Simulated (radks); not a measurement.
Valence configurations of neutral tellurium (all share [Kr]). Calculated with a radial shooting solver on a logarithmic mesh with Libxc functionals: scalar-relativistic Kohn-Sham, SCAN, spin-polarised, spherical densities, finite nucleus; open shells are filled with parallel spins first (spin-orbit coupling, left out, can overturn this in heavy ions); meta-GGA in the generalised Kohn-Sham scheme; Fermi nuclear charge, rms radius 4.7423 fm. Energies are relative to 4d10 5s2 5p4; eigenvalues in eV for spin up.

| valence | E (eV) | moment (Bohr magnetons) | e(4d) | e(5p) | e(5s) |
|---|---|---|---|---|---|
| 4d10 5s2 5p4 | 0.000 | 2 | -42.570 | -6.832 | -16.377 |
| 4d10 5s1.5 5p4.5 | 4.690 | 2 | -43.337 | -7.165 | -16.888 |
| 4d10 5s1 5p5 | 9.367 | 2 | -44.099 | -7.508 | -17.413 |
| 4d9 5s2 5p5 | 39.247 | 2 | -49.425 | -7.702 | -18.099 |
| 4d9 5s1 5p6 | 49.357 | 2 | -50.853 | -8.326 | -19.043 |
| 4d8 5s2 5p6 | 82.463 | 2 | -56.236 | -8.502 | -19.665 |

NIST lists [Kr] 4d10 5s2 5p4 as the ground configuration; this level of theory agrees among the configurations tried. The energies are those of spherical high-spin densities, not of single terms.
